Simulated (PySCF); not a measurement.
Computed IR spectrum (relative IR intensity) of a molecule C4H4F2. Geometry: PBE-D3(BJ)/def2-SVP. The values are those of a single conformer. Method: PBE-D3(BJ)/def2-SVP (PySCF 2.14.0). No scaling factor is applied to the harmonic values.

Lines under 2 % of the strongest are left out, and lines within 2 cm⁻¹ are merged.

| ν (cm⁻¹) | relative intensity |
|---|---|
| 663 | 2.9 |
| 731 | 14 |
| 901 | 2.6 |
| 1070 | 30 |
| 1116 | 7.5 |
| 1170 | 8.2 |
| 1253 | 37 |
| 1350 | 100 |
| 1795 | 51 |
| 2983 | 15 |
| 2987 | 13 |
| 3047 | 13 |

**Question.** Which molecule gave these data?
(A) FC1=C[C@@H](F)C1
(B) C=C(F)C(=C)F
(C) FC1=C(F)CC1
(D) CC=C=C(F)F

**Answer.** C, FC1=C(F)CC1
